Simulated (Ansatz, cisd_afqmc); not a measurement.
Species: Ga, charge 0, doublet.

Total energies in def2-SVP, 3 correlated electrons, 14 frozen orbitals. Radicals and triplets start from unrestricted determinants; spin-orbit coupling is neglected. Correlated methods leave the cores frozen (noble-gas shells, and filled d and f shells in the p block). No relativity. AFQMC/CISD: phaseless, guided by CISD from CCSD amplitudes; bars are statistical, one sigma. Outlying blocks are dropped, and bars are widened where a walk drifts. Over all cases where full CI ran beside it in this data, AFQMC minus full CI had a median of +0.1 mEh and passed +0.4 mEh in a tenth of the cases.

| method | program | energy (Eh) | minus CCSDT (mEh) |
|---|---|---|---|
| HF | Ansatz | -1922.97414 | 44.17 |
| MP2 | Ansatz | -1923.00351 | 14.79 |
| CCSD | Ansatz | -1923.01753 | 0.77 |
| CCSD(T) | Ansatz | -1923.01807 | 0.23 |
| CCSDT | Ansatz | -1923.01830 | 0.00 |
| AFQMC/CISD | cisd_afqmc | -1923.0182 ± 0.0001 | 0.1 ± 0.1 |

Ansatz is a first-principles code.
